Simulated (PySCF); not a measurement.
Nb(O)(F)2(OH) (F2HNbO2), SMILES [O]=[Nb]([OH])([F])[F], multiplicity 1. Atoms are numbered in the order given.

```xyz
6

Nb     0.0158    -0.0252     0.0000
O     -0.0628    -1.7218     0.0000
F      0.9141     0.5264     1.5512
F      0.9141     0.5264    -1.5512
O     -1.7474     0.6385     0.0000
H     -2.6200     0.2233     0.0000
```

The structure is a stationary point at B3LYP-D3(BJ)/def2-SVP. The multiplicity is an assumed one; no other spin state was optimised. The structure was generated by enumeration; whether it is a known compound was not checked. The def2 effective core potentials stand for the cores of Nb; spin–orbit coupling is left out. One conformer was computed; it need not be the lowest.

These are B3LYP-D3(BJ)/def2-SVP (PySCF) values and carry that method's errors.

Frequencies are harmonic and unscaled.

```csv
mode,ν (cm⁻¹),IR (km/mol),Raman (Å⁴/amu),depolarisation,moving atoms (share of kinetic energy)
1,169,11.7,1.1,0.74,"F 84 %, Nb 10 %"
2,182,0.6,2.4,0.75,"O 44 %, F 37 %, H 10 %, Nb 9 %"
3,202,3.6,0.9,0.62,"F 42 %, O 29 %, Nb 22 %"
4,246,0.1,2.1,0.75,"O 55 %, F 30 %, Nb 8 %"
5,247,35.9,3.3,0.73,"O 67 %, F 12 %, H 10 %, Nb 10 %"
6,426,141.8,2.0,0.75,"H 79 %, O 18 %"
7,509,163.4,1.0,0.75,"H 73 %, O 25 %"
8,696,78.1,6.4,0.02,"F 85 %, Nb 8 %"
9,721,183.1,0.4,0.75,"F 74 %, Nb 26 %"
10,766,133.1,5.4,0.19,"O 68 %, Nb 20 %, H 10 %"
11,1042,166.0,16.4,0.08,"O 85 %, Nb 15 %"
12,3865,260.0,105.0,0.29,H 94 %
```
